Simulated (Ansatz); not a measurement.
Species: CHBrF, net charge 0, doublet state. It need not be the lowest isomer of its formula. 
Coordinates optimised at B3LYP-D3(BJ)/def2-TZVP (Ansatz, an electronic-structure program):
```xyz
4

C     -0.3928     0.7341     0.8607
F     -0.8459     1.8163     0.2309
Br     0.2797    -0.6200    -0.2571
H      0.1810     0.9499     1.7553
```
Charge 0, spin multiplicity 2.

Basis-set convergence of Hartree-Fock and CCSD(T) correlation energies (hartree) with Ansatz. Cores are frozen in the correlated levels unless marked. Open shells are spin-unrestricted. No spin-orbit coupling. Frozen are the shells of the preceding noble gas and the d and f shells that filled before the atom's block. No relativistic terms.

| basis | functions | E(HF) | E(corr, CCSD(T)) |
|---|---|---|---|
| aug-cc-pVDZ | 91 | -2710.23114 | -0.48207 |
| aug-cc-pVTZ | 174 | [?] | [?] |

Q: What belongs in the gaps?

A: 
- aug-cc-pVTZ, E(HF): -2710.34490
- aug-cc-pVTZ, E(corr, CCSD(T)): -0.60923
